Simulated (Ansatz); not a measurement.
`Cl[Si](Cl)(Cl)[TeH]` + NH₃ → `N[Si](Cl)(Cl)Cl` + H₂Te at 500 K and 1 bar (ligand exchange at the Si–Te bond).

Program: Ansatz. Geometries: PBE0-D4/def2-TZVP. ΔE: electronic, gas phase. CBS: MP2 limit from def2 TZ/QZ plus the TZ coupled-cluster correction, frozen cores. This one scheme is used for every species. Elements past krypton have def2 core potentials. For Te outer-core shells are correlated without core-valence functions, which leaves a few kJ/mol of doubt a bond. One conformer a species, not always the lowest.

```
              species  CCSD(T)/CBS energy (Eh)  H − E (kJ/mol)  S (J/(mol·K))
`Cl[Si](Cl)(Cl)[TeH]`              -1936.91665            79.6          449.0
                  NH₃                -56.50880           108.2          211.8
    `N[Si](Cl)(Cl)Cl`              -1724.51858           127.6          418.3
                 H₂Te               -268.91024            48.9          247.6
```

H − E and S are ideal-gas, rigid-rotor, harmonic terms from PBE0-D4/def2-TZVP, for one conformer and one mirror image of each species. 1 Eh = 2625.50 kJ/mol, R = 8.31446 J/(mol·K).

By hand: ΔE, ΔH, ΔS and ΔG.

ΔE = (-1724.51858) + (-268.91024) − (-1936.91665) − (-56.50880) = -0.00337 Eh = -8.8 kJ/mol. Δ(H − E) = 127.6 + 48.9 − 79.6 − 108.2 = -11.3, so ΔH = -20.1 kJ/mol. ΔS = 418.3 + 247.6 − 449.0 − 211.8 = 5.1 J/(mol·K). ΔG = -20.1 − 500 × (5.1)/1000 = -22.7 kJ/mol.

By hand: the equilibrium constant, and the temperature at which ΔG would vanish if ΔH and ΔS stayed fixed.

log₁₀ K = −ΔG/(RT ln 10) = 2.4. ΔH and −TΔS have one sign here, so there is no such temperature. One of them is within its doubt of zero, so this could turn.

The number of gas molecules stays the same, so ΔS is small and ΔH decides. A doubt of 5 kJ/mol in ΔE shifts log₁₀ K by 0.5 here. Other conformers and mirror images would add mixing entropy, several J/(mol·K) or more a flexible species. These are equilibria of isolated gas molecules and say nothing of rates. Largest T1 diagnostic: 0.010 (customary marks: 0.02 for closed shells, 0.045 for open ones).
